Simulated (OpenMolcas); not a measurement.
**An input for SiHClF2 (SMILES F[SiH](F)Cl)**

SiHClF2: 5 atoms, total charge 0, spin state singlet. As SMILES, `F[SiH](F)Cl`. Geometry: relaxed at PBE0-D4/def2-TZVP.

```xyz
5

F    -0.3396   -0.6214    1.4201
Si    0.0959   -0.0002    0.0378
F    -0.0335    1.5668    0.1565
Cl   -1.1575   -0.6560   -1.4015
H     1.4846   -0.3630   -0.2542
```

Settings wanted:

```yaml
method: DFT
reference: RKS
symmetry: none
basis_set: 6-311+G**
task: gradient
functional: revPBE
nucleus: point
integration_grid: UltraFine
SCF_convergence_threshold: 1e-10
d_and_f_functions: spherical
```

Task: Give an OpenMolcas 26.06 job that does this.

Result: This one ran through:

geom.xyz:
```
5

F     -0.339600    -0.621400     1.420100
Si     0.095900    -0.000200     0.037800
F     -0.033500     1.566800     0.156500
Cl    -1.157500    -0.656000    -1.401500
H      1.484600    -0.363000    -0.254200
```

job.inp:
```
&GATEWAY
  BasLib=$CurrDir
  Coord=geom.xyz
  Basis=6-311pGss
  Group=NoSym

&SEWARD
  GridInput
  Grid=UltraFine
  End of Grid

&SCF
  KSDFT=revPBE
  Thresholds=1e-10 1e-07 1e-07 1e-05
  PrOrbitals=1 2

&ALASKA
```

```bash
$ export MOLCAS_MEM=1860
$ pymolcas job.inp > job.log
```

(Basis files named in the input come from the Basis Set Exchange and aren't shown.)

Calculated total energy: -950.00847 Eh, largest force 1.680 eV/Å. The shape is far from stationary at this level.
